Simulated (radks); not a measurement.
Question: All-electron atom: Se III in [Ar] 3d10 4s2 4p2 (the NIST ground configuration). Calculated with a radial shooting solver on a logarithmic mesh with Libxc functionals: non-relativistic Kohn-Sham, LDA (Slater exchange, Perdew-Wang correlation), spin-unpolarised, spherical densities, point nucleus. Some entries of the table are withheld. Estimate them.

| orbital | occ. | eigenvalue (eV) | <r^2> (bohr^2) | r(max) (bohr) |
|---|---|---|---|---|
| 1s | 2 | (1) | 0.002718 | 0.02975 |
| 2s | 2 | -1582.406 | 0.04723 | 0.1684 |
| 2p | 6 | -1424.685 | 0.03655 | 0.1333 |
| 3s | 2 | -228.0897 | 0.3955 | 0.5124 |
| 3p | 6 | -173.8326 | 0.4150 | 0.5044 |
| 3d | 10 | -77.3902 | 0.4893 | 0.4502 |
| 4s | 2 | -37.1818 | (2) | 1.492 |
| 4p | 2 | -25.6787 | 4.524 | 1.694 |

Answer: 
(1) 1s eigenvalue (eV): -12303.64
(2) 4s <r^2> (bohr^2): 3.337
